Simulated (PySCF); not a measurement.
Species: C₅H₁₀N₂.
Bonds: C1–C2, C2–N3, N3–C4, C4–C5, C5–C6, C6–N7 (double), N3–N7. Hydrogens: H8, H9, H10 on C1; H11, H12 on C2; H13, H14 on C4; H15, H16 on C5; H17 on C6.

The closed-shell SCF was solved with PySCF and density fitting under several settings on one GFN2-xTB geometry (grid level 2 and gas phase unless stated).

| settings | basis functions | SCF cycles | E (Eh) | HOMO (eV) | LUMO (eV) | dipole (D) |
| --- | --- | --- | --- | --- | --- | --- |
| PBE0/pcSseg-1 | 169 | 14 | -305.6097 | -5.55 | 0.57 | 2.09 |
| wB97X-D/def2-SVPD | 220 | 14 | -305.7023 | -7.39 | 2.25 | 2.14 |

Problem. Estimate the row for these settings: PBE0/6-311G**.

Solution. 
```csv
settings,basis functions,SCF cycles,E (Eh),HOMO (eV),LUMO (eV),dipole (D)
PBE0/6-311G**,186,14,-305.7213,-5.47,0.66,2.00
```

Problem. Over all rows, what range does the HOMO–LUMO gap span?

Solution. From 6.12 eV (PBE0/pcSseg-1) to 9.64 eV (wB97X-D/def2-SVPD). The functional of the narrowest has 25 % exact exchange, that of the widest range-separated exact exchange.

Problem. And the dipole moment?

Solution. From 2.00 D (PBE0/6-311G**) to 2.14 D (wB97X-D/def2-SVPD); the largest is 1.07 times the smallest, and the median is 2.09 D.

Problem. Compare two rows with the functional PBE0: PBE0/6-311G** and PBE0/pcSseg-1. Which energy is lower, and by how much?

Solution. PBE0/6-311G** (186 functions) lies 0.1116 Eh or 70 kcal/mol below PBE0/pcSseg-1 (169 functions).

wB97X-D ran without the empirical dispersion term, which would shift the total energy alone. Cycle counts include a coarse-grid stage where the run had one. All basis functions are spherical, in the Pople sets too.

One conformer stands for the species.
